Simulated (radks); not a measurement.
Results of a calculation; reference values are marked as such.
These are the eigenvalues of the occupied orbitals of an atom or ion with whole-number occupations (Ry). Code: a radial shooting solver on a logarithmic mesh with Libxc functionals. Model: scalar-relativistic Kohn-Sham, r2SCAN, spin-polarised, spherical densities, finite nucleus; meta-GGA in the generalised Kohn-Sham scheme; Fermi nuclear charge, rms radius of each element as measured or else 0.836 A^(1/3) + 0.57 fm.

| orbital | eigenvalue |
|---|---|
| 1s up | -4506.883 |
| 1s down | -4506.882 |
| 2s up | -765.7521 |
| 2s down | -765.7518 |
| 2p up | -674.7403 |
| 2p down | -674.7400 |
| 3s down | -173.6344 |
| 3s up | -173.6339 |
| 3p down | -146.0625 |
| 3p up | -146.0621 |
| 3d down | -112.4544 |
| 3d up | -112.4541 |
| 4s down | -34.91084 |
| 4s up | -34.91042 |
| 4p down | -25.82194 |
| 4p up | -25.82166 |
| 4d up | -13.80103 |
| 4d down | -13.80080 |
| 5s up | -4.64862 |
| 5s down | -4.64717 |
| 5p up | -2.58403 |
| 5p down | -2.58016 |
| 6s up | -0.71738 |
| 4f up | -0.70587 |
| 4f down | -0.70269 |

Which element is it, and in what charge state? The configuration may be excited. Open shells, if any, are filled with parallel spins first.

Answer. Z = 70, ytterbium, charge +1: Yb+ in [Xe] 4f14 6s1. The list shows which subshells hold electrons but not how many an open one holds; the 1s level, -2253.4 hartree, gives Z - s = 67.1 by -(Z - s)^2/2, which with screening and relativity narrows Z to a few neighbours, and the depths of the outer levels then fix element, charge and occupations together.
